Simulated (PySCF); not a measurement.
An unknown shows these calculated signals:

¹H NMR (500 MHz, computed): δ 8.65 (m, 1H), 8.03 (m, 1H), 7.25 (m, 1H), 7.04 (m, 1H).

¹³C{¹H} NMR (computed): δ 174.2 (C), 155.1 (CH), 146.3 (CH), 125.3 (CH), 114.5 (CH).

[PySCF 2.14: GFN2-xTB structure; PBE0/pcSseg-1 with gauge-including orbitals; in vacuum; one conformer; non-relativistic Hamiltonian]

Shifts are taken against calculated references (same method and geometry level): ¹H and ¹³C vs TMS.

Which of these does the molecule contain: a carboxylic acid, a heteroaromatic ring, a (CH3)2CH unit, a ketone?

Results:


- A carboxylic acid: no.
- A heteroaromatic ring: yes.
- A (CH3)2CH unit: no.
- A ketone: no.

The data belong to 2-fluoropyridine (SMILES C1(F)=CC=CC=N1); they needn't prove each group on their own.

Carbon signals by region: 1 in the far downfield region (above 160 ppm), 4 in the sp2 and nitrile region (100–160 ppm). Above 160 ppm: 174.2, aromatic carbon bearing fluorine.

Splittings by ¹⁹F in the carbon and heteronuclear signals aren't shown, as no couplings were computed. Shifts are as computed. Against solution values, carbons near 30 ppm lie about +3 ppm off and those near 130 ppm about +5 ppm. Of 246 compounds with measured shifts, 49 miss one by over three times the rms of a fit or turn the order of signals round; such compounds aren't used in these exercises. No couplings were computed; multiplicities are counted from neighbouring protons, with m where these are inequivalent, close in shift, in a saturated or five-membered ring or joined by F or P, and br s for small geminal =CH2 splittings.
